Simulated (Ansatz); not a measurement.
Relative stability

The two ends of one reaction step of SiNH₈OF, closed shell (PBE0-D4/def2-TZVP).

A:

```xyz
12
angstrom
Si -0.1584 0.7874 0.5858
H -1.3060 -2.8586 0.8097
H 0.4453 -0.1343 1.5768
H -1.5620 0.4194 0.2848
O -0.0522 2.3496 1.0888
H 0.6151 -1.0016 -1.3912
N 0.7427 0.6093 -0.8887
H -0.8897 -2.7753 0.1937
F 0.5342 -1.9147 -1.6631
H -0.5059 2.6107 1.8914
H 1.7402 0.7658 -0.8107
H 0.3968 1.1423 -1.6774
```

B:

Si1  (-0.366, 0.184, 1.024)
H2  (-0.685, -1.198, 0.503)
H3  (0.839, 0.176, 1.897)
H4  (-1.480, 0.282, 2.043)
O5  (-0.743, 1.519, 0.099)
H6  (0.774, -0.123, -1.487)
N7  (1.194, 0.097, -0.589)
H8  (-0.843, -1.590, -0.978)
F9  (-0.703, -1.738, -1.893)
H10  (-1.523, 1.963, 0.439)
H11  (1.918, -0.586, -0.403)
H12  (1.619, 1.015, -0.654)
(Å)

Program: Ansatz 0.2.0. Basis: def2-TZVPP. Cores are frozen in the correlated methods. B3LYP uses VWN-RPA correlation.

(1) Which structure is lower at CCSD(T), and by how much? (Judge from chemistry; the value comes from the calculation.)

The T1 diagnostic stays at or below 0.010.

Answers

(1) Computed: A, by 12.92 kcal/mol (electronic energy, against the other). By their contacts, A is a complex of SiNH₅O ([NH2][SiH2][OH]) + HF + H₂ and B is a complex of SiH₄O ([OH][SiH3]) + NH₃ + HF.

All methods give the same order:

```csv
method,E(B) − E(A) (kcal/mol)
SPW92,7.93
PBE-D4,11.40
BLYP-D4,14.33
r2SCAN-D4,12.47
B97M-V,10.15
PBE0-D4,11.59
B3LYP-D4,14.18
r2SCAN0-D4,12.49
BHLYP-D4,14.21
CAM-B3LYP-D4,14.10
wB97X-V,12.95
wB97M-V,12.54
B2PLYP,14.52
PBE-QIDH,12.55
RPA on PBE,12.81
HF,17.15
MP2,14.25
CCSD,13.18
CCSD(T),12.92
```

Labels in which every atom is bracketed show which atoms are joined, not bond orders.

For scale, one of the runs: CCSD(T)/def2-TZVPP, 247 basis functions, launched by `ansatz run in.yaml --threads 4 --pin off --events-out ev --progress --plain --max-ram 9574MiB`. Time: 2 min of wall clock on 4 CPU threads of an Arm Neoverse V2; the host was shared. Peak host memory: 5.2 GiB.
